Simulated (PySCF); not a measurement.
Te(OMe)2, C₂H₆O₂Te.
Bonds: Te1–O2, Te1–O7, O2–C3, O7–C8. Hydrogens: H4, H5, H6 on C3; H9, H10, H11 on C8.

Computed, not measured: PBE0-D3(BJ)/def2-SVP geometry optimisation, gas phase, def2 core potentials past Kr (PySCF 2.14.0).

Give the optimised bond lengths and angles.

| bond | length (pm) |
| --- | --- |
| Te1–O2, Te1–O7 | 198.7 |
| O2–C3, O7–C8 | 140.8 |
| C3–H4 and 5 like bonds | 110.4 |

Bonds in one row agree within 1 pm and their mean is given. A selection of angles:
| angle | degrees |
| --- | --- |
| O2–Te1–O7 | 97.6 |
| Te1–O2–C3 | 117.6 |
| O2–C3–H4 | 112.1 |
| O2–C3–H5 | 107.0 |
| O2–C3–H6 | 112.7 |
| H4–C3–H5 | 108.3 |

Torsions: O7–Te1–O2–C3 75° (synclinal); O2–Te1–O7–C8 73° (synclinal).

Te1 (tellurium bonded to 2 O) is bent (angle 97.6°).

Not checked by PBE0-D3(BJ)/def2-SVP frequencies. The numbers are those of one conformer.
